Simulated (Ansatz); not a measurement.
Consider the isomerisation: `C[SiH2][NH][SnH3]` → `C[NH][SnH2][SiH3]`.

Program: Ansatz. Geometries: PBE0-D4/def2-TZVP. ΔE: electronic, gas phase. CCSD(T)/CBS is the MP2 limit (def2-TZVPP, def2-QZVPP) plus CCSD(T) − MP2 in def2-TZVPP, frozen cores. Functionals use def2-TZVPP. B3LYP here is the variant with VWN-RPA as its local correlation; programs differ in this. Elements past krypton have def2 core potentials. For Sn outer-core shells are correlated without core-valence functions, which leaves a few kJ/mol of doubt a bond. One conformer a species, not always the lowest.

`C[SiH2][NH][SnH3]`:

```xyz
13

C    -0.274    1.117    1.362
Si    0.900   -0.300    1.049
N     0.796   -0.748   -0.606
Sn   -0.751   -0.454   -1.878
H    -0.037    1.978    0.733
H    -0.207    1.434    2.406
H    -1.313    0.829    1.177
H     0.552   -1.415    1.984
H     2.298    0.102    1.381
H     1.480   -1.404   -0.953
H    -0.379   -1.364   -3.271
H    -0.863    1.213   -2.231
H    -2.203   -0.988   -1.152
```

`C[NH][SnH2][SiH3]`:

Z-matrix (Å, degrees):
```
C
N 1 1.451
H 1 1.095 2 110.2
H 1 1.094 2 109.6 3 117.1
H 1 1.101 2 115.3 3 -121.8
Sn 2 2.035 1 117.9 3 -171.4
H 2 1.011 1 110.9 3 57.6
Si 6 2.578 2 112.4 1 -55.5
H 6 1.710 2 104.8 1 65.0
H 6 1.709 2 105.5 1 -177.9
H 8 1.488 6 110.2 2 -63.2
H 8 1.488 6 111.1 2 176.5
H 8 1.488 6 110.1 2 56.3
```

Is it downhill or uphill in electronic energy at CCSD(T)/CBS, and by how much? (Estimate.)

The calculation gave: Uphill: ΔE = +119.1 kJ/mol.

What do these levels give: PBE-D4, r2SCAN-D4, PBE0-D4, PBE, PBE0, B3LYP, HF/def2-TZVPP, MP2/def2-TZVPP, SCS-MP2/def2-TZVPP, CCSD(T)/def2-TZVPP, SCS-MP2/def2-QZVPP, CCSD/CBS(def2)? (Best estimate.)

Computed: PBE-D4 98.7, r2SCAN-D4 116.5, PBE0-D4 107.8, PBE 96.1, PBE0 105.8, B3LYP 109.6, HF/def2-TZVPP 128.1, MP2/def2-TZVPP 126.8, SCS-MP2/def2-TZVPP 124.8, CCSD(T)/def2-TZVPP 120.1, SCS-MP2/def2-QZVPP 125.0, CCSD/CBS(def2) 120.6 kJ/mol.

Largest T1 diagnostic among the species: 0.013.

From PBE to PBE0 (25 % exact exchange), in def2-TZVPP and without D4, ΔE moves by +9.7 kJ/mol. The D4 term adds +4.3 kJ/mol with B3LYP and +2.1 kJ/mol with PBE0; it sums over pairs of atoms, weighted by their polarisabilities, and B3LYP, whose exchange is more repulsive, gets the larger term.
